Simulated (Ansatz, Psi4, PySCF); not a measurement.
CH₃Cl₃Si, singlet, at a GFN2-xTB geometry. Base run: CCSD(T)/STO-3G (PySCF).

The PySCF input:
```python
from pyscf import gto, scf, cc

mol = gto.Mole()
mol.atom = '''
    C    -2.08539302   -0.43002418    0.05735758
    Si   -0.22565362   -0.04653152    0.00620648
    Cl    0.68040569   -1.19502435   -1.39062803
    Cl    0.06775652    1.90072752   -0.45554951
    Cl    0.60976201   -0.42568869    1.80882858
    H    -2.26630565   -1.46926637    0.31744164
    H    -2.59468576    0.18660249    0.79274175
    H    -2.55221147   -0.24599592   -0.90628735
'''
mol.basis = 'sto-3g'
mol.verbose = 3
mol.build()

mf = scf.RHF(mol)
mf.kernel()

mycc = cc.CCSD(mf)
mycc.kernel()
et = mycc.ccsd_t()
print('E(CCSD(T)) = %.10f' % (mycc.e_tot + et))
```

The same geometry, method and basis name were run in Ansatz (a program for electronic structure) and Psi4 and PySCF, at each program's defaults and at the settings that a row names. The base is PySCF at its defaults. Differences at the defaults can come from grids, fitting, cores and function types together.

```csv
code and settings,ΔE vs base (mEh),basis functions,E (Eh),SCF cycles
"PySCF, defaults (exact integrals, spherical functions, all electrons correlated)",0.000,44,-1688.81111,8
"Psi4, defaults (exact integrals, spherical functions, all electrons correlated)",0.000,44,-1688.81111,9
"Ansatz, defaults (factorised integrals, spherical functions, frozen core)",4.396,44,-1688.80672,-
"PySCF, frozen core",4.378,44,-1688.80674,8
"Psi4, exact integrals, spherical functions, frozen core",4.377,44,-1688.80674,9
"Ansatz, high accuracy, frozen core",4.377,44,-1688.80674,-
```
